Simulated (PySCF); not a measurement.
## Ru (ruthenium, neutral) across methods

[Kr] 4d8, high-spin 3F determinant (an excited configuration). Calculation: PySCF 2.14, in x2c-TZVPPall (8s6p6d2f1g, 79 functions); scalar relativity by spin-free X2C-1e. The B2PLYP total includes its PT2 part (frozen core); its orbital energies are those of the SCF part.

| method | E (hartree) | mean ε 4p β (eV) | mean ε 4d α (eV) | mean ε 4d β (eV) | Σ⟨r²⟩ (bohr²) | ⟨S²⟩ |
| --- | --- | --- | --- | --- | --- | --- |
| BP86 | -4530.83 | -43.092 | -3.770 | -2.884 | 48.74 | 2.003 |
| B2PLYP | -4529.73 | -48.733 | -6.039 | -4.851 | 47.58 | 2.006 |
| PBE | -4529.89 | -42.908 | -3.638 | -2.703 | 48.84 | 2.003 |
| PBE0 | -4529.95 | -45.755 | -4.860 | -3.794 | 47.83 | 2.004 |
| LDA | -4525.24 | -43.186 | -3.838 | -2.874 | 48.82 | 2.003 |
| r2SCAN | -4530.28 | -43.671 | -3.644 | -2.674 | 48.03 | 2.004 |
| UHF | -4527.90644 | -53.507 | -8.087 | -6.478 | 46.58 | 2.008 |
| PBEsol | -4527.50 | -42.907 | -3.644 | -2.673 | 48.71 | 2.003 |

Problem. Estimate the same row for LC-wPBE.

Solution. E (hartree) = -4529.85; mean ε 4p β (eV) = -47.843; mean ε 4d α (eV) = -7.380; mean ε 4d β (eV) = -6.342; Σ⟨r²⟩ (bohr²) = 47.31; ⟨S²⟩ = 2.003.
